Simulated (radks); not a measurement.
Values are calculated unless marked as measured or tabulated.
Charge is removed step by step from the 3d level of the gadolinium ion Gd+, starting from [Xe] 4f7 5d1 6s1. Level of theory: scalar-relativistic Kohn-Sham, LDA (Slater exchange, Perdew-Wang correlation), spin-unpolarised, spherical densities, finite nucleus; Fermi nuclear charge, rms radius 5.1569 fm (a radial shooting solver on a logarithmic mesh with Libxc functionals).

removed (e)	E - E(0) (eV)	eigenvalue (eV)	E minus straight line (eV)
0	0.000	-1185.8	0.000
0.1	118.70	-1191.2	-2.518
0.2	237.94	-1196.7	-4.489
0.3	357.74	-1202.3	-5.907
0.4	478.10	-1207.9	-6.769
0.5	599.01	-1213.5	-7.068
0.6	720.49	-1219.2	-6.802
0.7	842.55	-1224.9	-5.966
0.8	965.17	-1230.7	-4.557
0.9	1088.4	-1236.5	-2.569
1	1212.2	-1242.3	0.000

Removing the whole electron costs 1212.2 eV by Delta-SCF, against 1185.8 eV from minus the eigenvalue at the starting occupation. Slater's transition state (half an electron removed) gives 1213.5 eV. Integrating minus the eigenvalue over the occupation (Janak's theorem) gives 1213.7 eV. In this scalar-relativistic scheme the density is built from large components alone, so the theorem holds only approximately. The mean slope of the eigenvalue, de/dn, is 56.6 eV per electron.
